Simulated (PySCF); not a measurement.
**Fractional electron number in Sc(2+) (scandium, charge +2)**

The 3d alpha orbital of [Ar] 3d1 is emptied in steps (occupation f), with all orbitals relaxed, ending at [Ar]. Calculation: PySCF 2.14, in aug-cc-pVTZ; the non-relativistic Hamiltonian (point nucleus). The exact energy is a straight line in f; departures are measured from the line between the end points of the same method.

```csv
f,PBE0 (eV),r2SCAN (eV),LC-wPBE (eV)
1,0.000,0.000,0.000
0.75,-0.922,-1.187,-0.388
0.5,-1.238,-1.592,-0.526
0.25,-0.934,-1.200,-0.400
0,0.000,0.000,0.000
```

Q: For PBE0, how does the orbital energy at f = 1 compare with the removal energy?

A: −ε = 20.440 eV against a total-energy difference of 25.316 eV. By Janak's theorem ε = ∂E/∂f, so the gap between them reflects the curvature. Along the path −ε is 22.830 (f = 0.75), 25.283 (f = 0.5), 27.786 (f = 0.25) eV.

```tsv
method	E(f=0) − E(f=1) (eV)	−ε at f=1 (eV)	−ε at f=0.5 (eV)
PBE0	25.316	20.440	25.283
r2SCAN	25.241	18.964	25.206
LC-wPBE	25.435	23.402	25.401
```

Reference removal energy between the ground levels: 24.757 eV (measured; NIST Atomic Spectra Database, ionization energies). The calculation has no spin-orbit coupling.
